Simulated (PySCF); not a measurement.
C₂H₆BN, C₂H₆AlB, AlBCl₂H₂, AlBFHN and others (calculated)

Computed with PySCF 2.14.0. Calculation on a computer-drawn molecule: optimised geometry and harmonic frequencies of an isolated molecule of the commonest isotopes, restricted reference for singlets and unrestricted otherwise, frozen core in MP2.

```yaml
- entry: 1
  formula: C2H6BN
  start_structure:
    atoms_angstrom:
      - [C, -1.4202, 0.0093, -1.6459]
      - [B, -0.7573, -0.0561, -0.4756]
      - [C, -0.0432, 0.0357, 0.8596]
      - ["N", -0.3609, 1.1561, 1.8101]
      - [H, -1.0986, 0.4396, -2.5417]
      - [H, -2.3763, -0.4569, -1.8132]
      - [H, -0.2649, -0.9859, 1.4511]
      - [H, 1.03, -0.023, 0.7439]
      - [H, -1.316, 1.0987, 2.0761]
      - [H, -0.1556, 2.0362, 1.3419]
  given:
    charge: 0
    multiplicity: 1
    method: HF
    basis: cc-pVDZ
    drawn_bonds_atom: [1, 2, 3, 1, 1, 3, 3, 4, 4]
    drawn_bonds_other_atom: [2, 3, 4, 5, 6, 7, 8, 9, 10]
    drawn_bonds_order: [2, 1, 1, 1, 1, 1, 1, 1, 1]
  results:
    optimised_atom_element: [C, B, C, "N", H, H, H, H, H, H]
    "optimised_atom_x [angstrom]": [-1.45, -0.7976, -0.05724, -0.3318, -1.041, -2.402, -0.2584, 1.019, -1.315, -0.1298]
    "optimised_atom_y [angstrom]": [-0.02516, 0.004739, 0.02337, 1.117, 0.4544, -0.5277, -0.9296, -0.007335, 1.144, 2.0]
    "optimised_atom_z [angstrom]": [-1.682, -0.4597, 0.9084, 1.843, -2.565, -1.815, 1.411, 0.7067, 2.056, 1.403]
    "modes_frequency [cm^-1]": [140.7, 189.5, 229.0, 297.0, 543.7, 614.0, 790.4, 801.8, 905.2, 1024, 1161, 1186, 1388, 1443, 1487, 1525, 1740, 1794, 3169, 3201, 3295, 3372, 3715, 3789]
    "modes_reduced_mass [dalton]": [1.04, 3.535, 1.34, 1.317, 4.774, 1.304, 3.653, 1.295, 1.935, 1.497, 2.935, 1.098, 1.231, 1.29, 1.192, 1.069, 5.517, 1.122, 1.063, 1.097, 1.063, 1.109, 1.052, 1.092]
    "rotational_constants [GHz]": [28.25, 3.743, 3.512]
    "total_energy [hartree]": -158.3063
    "convergence_status_largest_gradient_component [hartree/bohr]": 4.269e-05
- entry: 2
  formula: C2H6AlB
  start_structure:
    atoms_angstrom:
      - [B, -2.5147, -1.1281, -1.9435]
      - [C, -1.1458, -0.8683, -1.6565]
      - [C, 0.2245, -1.284, -1.391]
      - [Al, -1.2155, 1.1608, -1.3859]
      - [H, -3.5838, -1.2155, -2.1672]
      - [H, 0.7109, -1.6531, -2.2735]
      - [H, 0.8514, -0.5382, -1.0092]
      - [H, 0.2577, -2.1295, -0.7437]
      - [H, -2.1606, 2.2256, -1.9421]
      - [H, 0.0062, 1.7704, -0.6641]
  given:
    charge: 0
    multiplicity: 1
    method: HF
    basis: "cc-pV(D+d)Z"
    drawn_bonds_atom: [1, 2, 2, 1, 3, 3, 3, 4, 4]
    drawn_bonds_other_atom: [2, 3, 4, 5, 6, 7, 8, 9, 10]
    drawn_bonds_order: [2, 1, 1, 1, 1, 1, 1, 1, 1]
  results:
    optimised_atom_element: [B, C, C, Al, H, H, H, H, H, H]
    "optimised_atom_x [angstrom]": [-2.341, -1.06, 0.2671, -1.24, -3.471, 0.6255, 1.044, 0.1652, -2.606, 0.04728]
    "optimised_atom_y [angstrom]": [-0.9617, -0.7189, -1.398, 1.215, -1.013, -1.904, -0.6996, -2.15, 1.971, 1.998]
    "optimised_atom_z [angstrom]": [-2.022, -1.629, -1.365, -1.38, -2.344, -2.263, -1.05, -0.5798, -1.641, -0.9035]
    "modes_frequency [cm^-1]": [27.78, 217.7, 227.6, 234.7, 312.6, 491.6, 621.1, 634.3, 751.4, 836.9, 856.6, 975.9, 1104, 1164, 1518, 1592, 1598, 1715, 1978, 1988, 2937, 3179, 3247, 3252]
    "modes_reduced_mass [dalton]": [1.05, 2.522, 1.246, 2.873, 2.206, 1.621, 2.808, 1.191, 1.271, 1.105, 1.45, 4.255, 1.292, 1.327, 1.176, 1.048, 1.046, 6.506, 1.049, 1.035, 1.14, 1.035, 1.104, 1.104]
    "rotational_constants [GHz]": [9.026, 4.699, 3.151]
    "total_energy [hartree]": -345.7778
    "convergence_status_largest_gradient_component [hartree/bohr]": 3.812e-05
- entry: 3
  formula: AlBCl2H2
  start_structure:
    atoms_angstrom:
      - [Al, -0.3615, -1.0619, -1.7161]
      - [B, -0.5529, -0.4805, 0.3487]
      - [Cl, -0.3469, -1.6437, 1.6708]
      - [Cl, -0.9244, 1.1878, 0.8205]
      - [H, -1.6329, -1.5594, -2.5113]
      - [H, 1.0492, -0.9881, -2.4238]
  given:
    charge: 0
    multiplicity: 1
    method: MP2
    basis: "cc-pV(D+d)Z"
    drawn_bonds_atom: [1, 2, 2, 1, 1]
    drawn_bonds_other_atom: [2, 3, 4, 5, 6]
    drawn_bonds_order: [1, 1, 1, 1, 1]
  results:
    optimised_atom_element: [Al, B, Cl, Cl, H, H]
    "optimised_atom_x [angstrom]": [-0.3622, -0.553, -0.3468, -0.9235, -1.63, 1.046]
    "optimised_atom_y [angstrom]": [-1.059, -0.4791, -1.645, 1.184, -1.559, -0.9885]
    "optimised_atom_z [angstrom]": [-1.706, 0.3523, 1.662, 0.8133, -2.51, -2.423]
    "modes_frequency [cm^-1]": [72.2, 90.82, 239.2, 255.4, 392.9, 530.2, 591.7, 789.7, 905.9, 908.8, 1961, 1969]
    "modes_reduced_mass [dalton]": [1.031, 7.371, 16.86, 2.028, 18.19, 1.937, 1.216, 1.147, 11.54, 6.519, 1.025, 1.06]
    "rotational_constants [GHz]": [3.118, 2.462, 1.405]
    "total_energy [hartree]": -1187.2554
    "convergence_status_largest_gradient_component [hartree/bohr]": 3.309e-05
- entry: 4
  formula: AlBFHN
  start_structure:
    atoms_angstrom:
      - [B, -1.2156, -0.5499, -0.9025]
      - ["N", -0.3123, 0.2134, -0.503]
      - [Al, 0.9342, 1.3602, -0.0133]
      - [F, 1.9624, 0.9395, 1.2181]
      - [H, -2.0628, -1.2699, -1.2746]
  given:
    charge: 0
    multiplicity: 2
    method: MP2
    basis: "cc-pV(D+d)Z"
    drawn_bonds_atom: [1, 2, 3, 1]
    drawn_bonds_other_atom: [2, 3, 4, 5]
    drawn_bonds_order: [2, 1, 1, 1]
  results:
    optimised_atom_element: [B, "N", Al, F, H]
    "optimised_atom_x [angstrom]": [-1.243, -0.3021, 0.9452, 2.016, -2.11]
    "optimised_atom_y [angstrom]": [-0.5705, 0.162, 1.363, 0.9994, -1.261]
    "optimised_atom_z [angstrom]": [-0.9166, -0.464, -0.003965, 1.233, -1.324]
    "modes_frequency [cm^-1]": [99.87, 120.0, 265.1, 626.8, 724.4, 738.0, 833.5, 1798, 2900]
    "modes_reduced_mass [dalton]": [4.689, 4.69, 12.28, 11.71, 1.327, 1.33, 20.36, 5.657, 1.173]
    "rotational_constants [GHz]": [32.98, 3.082, 2.819]
    "total_energy [hartree]": -421.6505
    spin_squared: 0.7522
    "convergence_status_largest_gradient_component [hartree/bohr]": 1.698e-05
- entry: 5
  formula: Al2H3N
  start_structure:
    atoms_angstrom:
      - ["N", 1.6199, 1.7197, 0.1664]
      - [Al, 0.0514, 1.3276, -0.2107]
      - [Al, -2.3026, 0.9156, -1.3416]
      - [H, 2.1055, 1.5057, 1.0246]
      - [H, -2.5175, -0.1477, -2.4316]
      - [H, -3.3412, 2.06, -1.3965]
  given:
    charge: 0
    multiplicity: 1
    method: HF
    basis: "cc-pV(D+d)Z"
    drawn_bonds_atom: [1, 2, 1, 3, 3]
    drawn_bonds_other_atom: [2, 3, 4, 5, 6]
    drawn_bonds_order: [2, 1, 1, 1, 1]
  results:
    optimised_atom_element: ["N", Al, Al, H, H, H]
    "optimised_atom_x [angstrom]": [1.431, 0.02104, -2.257, 2.303, -2.494, -3.387]
    "optimised_atom_y [angstrom]": [1.529, 1.334, 1.019, 1.649, -0.2525, 2.102]
    "optimised_atom_z [angstrom]": [0.4301, -0.3058, -1.495, 0.885, -2.395, -1.309]
    "modes_frequency [cm^-1]": [120.6, 124.9, 334.0, 424.4, 537.9, 543.5, 598.1, 829.5, 1218, 2004, 2012, 3991]
    "modes_reduced_mass [dalton]": [7.486, 5.605, 11.23, 1.178, 1.146, 1.126, 1.143, 1.059, 9.31, 1.024, 1.061, 1.086]
    "rotational_constants [GHz]": [133.4, 2.419, 2.376]
    "total_energy [hartree]": -539.9777
    "convergence_status_largest_gradient_component [hartree/bohr]": 1.315e-05
- entry: 6
  formula: F2HSi
  start_structure:
    atoms_angstrom:
      - [F, 2.9641, -1.6249, -1.3403]
      - [Si, 1.5263, -1.2881, -2.1542]
      - [F, 0.492, -1.5697, -0.8525]
      - [H, 1.594, 0.2548, -1.9844]
  given:
    charge: -1
    multiplicity: 1
    method: MP2
    basis: "aug-cc-pV(D+d)Z"
    drawn_bonds_atom: [1, 2, 2]
    drawn_bonds_other_atom: [2, 3, 4]
    drawn_bonds_order: [1, 1, 1]
  results:
    optimised_atom_element: [F, Si, F, H]
    "optimised_atom_x [angstrom]": [3.004, 1.523, 0.4543, 1.595]
    "optimised_atom_y [angstrom]": [-1.624, -1.291, -1.568, 0.2548]
    "optimised_atom_z [angstrom]": [-1.342, -2.17, -0.839, -1.98]
    "modes_frequency [cm^-1]": [274.7, 639.9, 649.5, 783.0, 846.0, 1834]
    "modes_reduced_mass [dalton]": [15.71, 20.06, 19.9, 1.072, 1.166, 1.043]
    "rotational_constants [GHz]": [20.98, 7.604, 5.875]
    "total_energy [hartree]": -489.0562
    "convergence_status_largest_gradient_component [hartree/bohr]": 4.902e-06
- entry: 7
  formula: BH7N2Si
  start_structure:
    atoms_angstrom:
      - [B, -0.7843, 1.1346, 0.7334]
      - [Si, 0.6975, 1.802, -0.3134]
      - ["N", 2.2155, 2.2818, 0.3633]
      - ["N", 1.0942, 0.6033, -1.4761]
      - [H, -1.596, 0.4988, 0.3436]
      - [H, -0.8255, 1.3663, 1.882]
      - [H, 0.3866, 3.1234, -0.9003]
      - [H, 2.2126, 2.9057, 1.1087]
      - [H, 2.7884, 1.4554, 0.7012]
      - [H, 1.9374, 0.826, -2.0612]
      - [H, 0.393, 0.2751, -2.0695]
  given:
    charge: 0
    multiplicity: 1
    method: HF
    basis: "cc-pV(D+d)Z"
    drawn_bonds_atom: [1, 2, 2, 1, 1, 2, 3, 3, 4, 4]
    drawn_bonds_other_atom: [2, 3, 4, 5, 6, 7, 8, 9, 10, 11]
    drawn_bonds_order: [1, 1, 1, 1, 1, 1, 1, 1, 1, 1]
  results:
    optimised_atom_element: [B, Si, "N", "N", H, H, H, H, H, H, H]
    "optimised_atom_x [angstrom]": [-0.7756, 0.7723, 2.268, 1.132, -1.724, -0.8238, 0.3168, 2.357, 2.736, 1.879, 0.3808]
    "optimised_atom_y [angstrom]": [1.106, 1.839, 2.197, 0.647, 0.5844, 1.197, 3.168, 3.073, 1.475, 0.8207, 0.1645]
    "optimised_atom_z [angstrom]": [0.7576, -0.3483, 0.4358, -1.541, 0.2291, 1.956, -0.8588, 0.9158, 0.9513, -2.188, -1.997]
    "modes_frequency [cm^-1]": [112.1, 204.4, 217.2, 245.1, 279.9, 383.4, 473.4, 485.6, 608.1, 663.4, 771.7, 817.6, 837.8, 905.2, 948.7, 994.9, 1018, 1271, 1691, 1696, 2220, 2651, 2717, 3765, 3766, 3857, 3859]
    "modes_reduced_mass [dalton]": [1.105, 2.052, 1.491, 2.203, 1.321, 1.294, 1.302, 1.269, 2.996, 1.385, 1.109, 2.192, 1.836, 2.884, 1.45, 1.43, 1.279, 1.164, 1.116, 1.11, 1.039, 1.057, 1.122, 1.051, 1.051, 1.095, 1.095]
    "rotational_constants [GHz]": [6.463, 5.333, 3.335]
    "total_energy [hartree]": -426.6230
    "convergence_status_largest_gradient_component [hartree/bohr]": 2.165e-05
- entry: 8
  formula: BClFH3Si
  start_structure:
    atoms_angstrom:
      - [B, -2.6048, -0.6791, -1.7414]
      - [Si, -2.3018, -1.3863, 0.0266]
      - [F, -1.191, -2.6321, -0.0777]
      - [Cl, -1.4921, -0.0456, 1.2701]
      - [H, -1.8866, -0.6685, -2.6201]
      - [H, -3.5822, -0.0073, -1.9251]
      - [H, -3.3672, -2.1314, 0.7941]
  given:
    charge: 0
    multiplicity: 1
    method: HF
    basis: "cc-pV(D+d)Z"
    drawn_bonds_atom: [1, 2, 2, 1, 1, 2]
    drawn_bonds_other_atom: [2, 3, 4, 5, 6, 7]
    drawn_bonds_order: [1, 1, 1, 1, 1, 1]
  results:
    optimised_atom_element: [B, Si, F, Cl, H, H, H]
    "optimised_atom_x [angstrom]": [-2.635, -2.268, -1.165, -1.468, -1.818, -3.659, -3.412]
    "optimised_atom_y [angstrom]": [-0.6249, -1.495, -2.664, -0.008584, -0.6506, -0.03141, -2.075]
    "optimised_atom_z [angstrom]": [-1.737, 0.05067, -0.06862, 1.244, -2.609, -1.918, 0.7647]
    "modes_frequency [cm^-1]": [123.5, 157.3, 241.1, 269.5, 542.9, 641.3, 712.3, 829.5, 883.0, 945.1, 974.3, 1261, 2375, 2699, 2787]
    "modes_reduced_mass [dalton]": [1.104, 3.534, 4.249, 5.757, 12.16, 2.06, 2.13, 1.153, 2.284, 1.888, 1.356, 1.161, 1.042, 1.053, 1.126]
    "rotational_constants [GHz]": [5.715, 3.423, 2.413]
    "total_energy [hartree]": -874.3968
    "convergence_status_largest_gradient_component [hartree/bohr]": 2.709e-05
```
